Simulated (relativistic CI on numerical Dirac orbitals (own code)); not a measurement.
**How well does a small relativistic CI reproduce Xe III?**

Computed by Dirac-Coulomb-Breit CI, orbitals from a KLI potential per configuration, QED by a radiative potential, valence Slater integrals scaled by 0.85, P86 correlation estimate, and configurations built on the next ion tied to the tabulated ionisation energy (semi-empirical) (own radial code, finite nucleus).

CI space (outside the closed core [Kr] 4d10): 5s2.5p4, 5s2.5p3.5d, 5s2.5p3.6s, 5s2.5p3.6p, 5s2.5p3.6d, 5s2.5p3.7s, 5s2.5p3.5f, 5s2.5p3.6f, 5s.5p5, 5p6, 5s2.5p2.5d2, 5s.5p4.5d, 5s2.5p2.4f2, 5s2.5p3.4f, 5s2.5p3.7p, 5s.5p4.5f, 5s2.5p2.5f2, 5s2.5p3.7d, 5s2.5p3.5g, 5s2.5p3.7f, 5p4.5d2, 5s2.5p2.4f.5d, 5s.5p4.6s, 5s.5p3.6s2. Levels of other configurations are missing.

| Configuration | Term (tabulated) | J | Measured (cm⁻¹) | Computed | Error | Purity (%) |
| --- | --- | --- | --- | --- | --- | --- |
| 5s2.5p4 | 3P | 2 | 0.0 | 0 | 0 | 86 |
| 5s2.5p4 | 3P | 0 | 8130.1 | 7917 | -213 | 77 |
| 5s2.5p4 | 3P | 1 | 9794.4 | 9613 | -181 | 97 |
| 5s2.5p4 | 1D | 2 | 17098.7 | 16838 | -261 | 85 |
| 5s2.5p4 | 1S | 0 | 36102.9 | 34984 | -1119 | 76 |
| 5s.5p5 | 3P° | 2 | 98262.5 | 103423 | 5160 | 63 |
| 5s2.5p3.5d | 5D° | 3 | 111605.4 | 112066 | 461 | 84 |
| 5s2.5p3.5d | 5D° † | 2 | 111856.4 | 112492 | 635 | 82 |
| 5s2.5p3.5d | 5D° † | 4 | 112271.8 | 112567 | 295 | 89 |
| 5s2.5p3.5d | 5D° † | 1 | 112449.9 | 113537 | 1087 | 75 |
| 5s2.5p3.5d | 5D° † | 0 | 112693.9 | 110973 | -1721 | 68 |
| 5s2.5p3.5d | 3D° | 3 | 121229.6 | 122305 | 1075 | 73 |
| 5s2.5p3.6s | 5S° | 2 | 121475.9 | 124680 | 3204 | 88 |
| 5s2.5p3.5d | 3D° | 1 | 121922.8 | 123440 | 1517 | 63 |
| 5s2.5p3.5d | 3F° | 2 | 124691.3 | 126115 | 1424 | 65 |
| 5s2.5p3.6s | 3S° | 1 | 125617.1 | 129299 | 3682 | 76 |
| 5s2.5p3.5d | 3F° | 3 | 126119.8 | 127525 | 1405 | 75 |
| 5s2.5p3.5d | 3G° | 3 | 128349.1 | 129995 | 1646 | 71 |
| 5s2.5p3.5d | 3G° | 5 | 132159.9 | 133601 | 1441 | 99 |
| 5s2.5p3.5d | 1G° | 4 | 132711.8 | 134637 | 1926 | 72 |
| 5s2.5p3.5d | 3D° | 1 | 133234.0 | 135542 | 2308 | 76 |
| 5s2.5p3.5d | 3P° | 0 | 140437.8 | 142580 | 2142 | 78 |
| 5s2.5p3.5d | 3F° † | 2 | 145300.1 | 146729 | 1429 | 71 |
| 5s2.5p3.5d | 3F° † | 3 | 145340.9 | 147576 | 2235 | 58 |
| 5s2.5p3.6p | 5P | 1 | 146781.5 | 148621 | 1839 | 79 |
| 5s2.5p3.6p | 5P | 2 | 146962.4 | 148863 | 1901 | 72 |
| 5s2.5p3.5d | 3S° | 1 | 147797.4 | 150611 | 2813 | 64 |
| 5s2.5p3.5d | 3P° | 2 | 148370.1 | 151996 | 3626 | 63 |
| 5s2.5p3.6p | 5P | 3 | 149061.6 | 150725 | 1664 | 87 |
| 5s2.5p3.6p | 3P | 1 | 150301.1 | 152518 | 2217 | 70 |
| 5s2.5p3.6s | 3P° | 0 | 150505.3 | 155636 | 5131 | 96 |
| 5s2.5p3.6s | 3P° | 1 | 151482.4 | 156390 | 4907 | 70 |
| 5s2.5p3.6p | 3P | 2 | 152057.7 | 154322 | 2265 | 73 |
| 5s2.5p3.6p | 3P | 0 | 152808.2 | 154929 | 2121 | 96 |
| 5s2.5p3.5d | 3D° | 1 | 155400.9 | 159457 | 4056 | 69 |
| 5s2.5p3.6p | 3F | 3 | 162594.8 | 166387 | 3792 | 60 |
| 5s2.5p3.6p | 3P | 0 | 165941.7 | 169266 | 3324 | 86 |
| 5s2.5p3.6p | 3F | 4 | 166554.8 | 170472 | 3917 | 76 |
| 5s2.5p3.6p | 3D | 3 | 166699.1 | 168387 | 1687 | 61 |

Measured levels from Saloman, J. Phys. Chem. Ref. Data 33, 765 (2004); pairs were made by configuration, J and term (by order where the table uses no LS term), so strongly mixed levels may be paired wrongly.

Mean error by configuration (cm⁻¹): 5s2.5p4 -444; 5s.5p5 5160; 5s2.5p3.5d 1988; 5s2.5p3.6s 4231; 5s2.5p3.6p 2473. Over the excited levels the mean absolute error is 2326 cm⁻¹ (38 of the 69 excited levels that our extract of the source holds in range could be paired, and the others can miss by more), and the median relative error of those above 1,000 cm⁻¹ is 1.5 %. † marks terms whose computed intervals miss the measured ones by more than a factor of 2.5, or configurations far off the rest, from wrong mixing, a near crossing or a doubtful label or measurement; they are left out of the means.
